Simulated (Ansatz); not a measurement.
Ansatz (a program for electronic structure) input file for C3H4O2Si, SMILES O=C1C=C[SiH2]O1, PBE/def2-SVPD. Geometry optimised at PBE-D3(BJ)/def2-SVP. This is a generated structure with no PubChem entry under its InChIKey; it may be hypothetical.

Ansatz 0.2 input:
```yaml
crystal:
  periodic: [false, false, false]
  atoms:
    - {symbol: O, position_ang: [-0.37825107, -2.30470403, 0.00000000]}
    - {symbol: C, position_ang: [-0.11690748, -1.12503888, 0.00000000]}
    - {symbol: C, position_ang: [1.26686553, -0.52817134, 0.00000000]}
    - {symbol: C, position_ang: [1.34853814, 0.82280275, -0.00000000]}
    - {symbol: Si, position_ang: [-0.42501766, 1.43659667, -0.00000000]}
    - {symbol: O, position_ang: [-1.09244649, -0.14837105, -0.00000000]}
    - {symbol: H, position_ang: [2.11625282, -1.22984738, 0.00000000]}
    - {symbol: H, position_ang: [2.30589373, 1.36508983, -0.00000000]}
    - {symbol: H, position_ang: [-0.84864800, 2.17972483, -1.23048204]}
    - {symbol: H, position_ang: [-0.84864800, 2.17972483, 1.23048205]}
basis:
  gaussian:
    orbitals: def2-SVPD
hamiltonian:
  xc: {name: PBE}
```

Log of the run:

```
WARN ansatz: RAYON_NUM_THREADS=1 ignored (pool sized by the plan → 1); use --threads N
Functional definition: PBE
integrals: 0.09 GiB planned
1361 factors; their error is unknown
mean field: 0.65 GiB planned
mean field evaluation 1: about -15118.5484 eV, gradient 7.1e1 eV
mean field evaluation 2: about -15054.1580 eV, gradient 1.7e2 eV
mean field evaluation 4: about -15128.2255 eV, gradient 1.7e1 eV
mean field evaluation 8: about -15128.8449 eV, gradient 3.0e-1 eV
mean field evaluation 16: about -15128.7731 eV, gradient 4.4e-4 eV
mean field -15128.77310091 eV, -555.9721568076 hartree, gradient 9.3e-6 eV, S^2 0.000000; 0 other end points of the search recorded, 0 dependent functions left out
reference -15128.77314954 eV, -555.9721585947 hartree; 26, 26 occupied and 136, 136 virtual orbitals, 1361 factors
Total energy: -15128.77314954 eV, -555.9721585947 hartree
```

Self-consistency was reached.

Cost: roughly 5 core-seconds.
